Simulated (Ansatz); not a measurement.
Mulliken charges of `[CH3][Al]([OH])[F]` from ωB97M-V/def2-TZVPP in Ansatz (PBE0-D4/def2-TZVP geometry).

```tsv
atom	x (Å)	y (Å)	z (Å)	charge (e)
C1	-0.540	1.137	-0.105	-0.526
Al2	0.134	-0.669	-0.199	0.756
O3	1.255	-1.228	0.934	-0.395
F4	-0.366	-1.709	-1.383	-0.358
H5	0.273	1.859	-0.220	0.118
H6	-0.999	1.329	0.869	0.119
H7	-1.284	1.335	-0.880	0.121
H8	1.620	-2.112	0.929	0.165
```

Question: By hand: the dipole of these point charges (1 e Å = 4.8032 D).

Answer: Σ q r = (0.046, 0.184, 0.155) e Å, of length 0.245 e Å = 1.18 D.

Question: How does the dipole of the full density compare? (Best estimate.)

Answer: The calculation gave: (0.046, 0.072, 0.096) e Å, 0.62 D; the point charges give 1.90 times that, at 16° from its direction.

Point charges leave out the atoms' own dipoles, such as those of lone pairs, and Mulliken's split depends on the basis, so the two needn't agree.
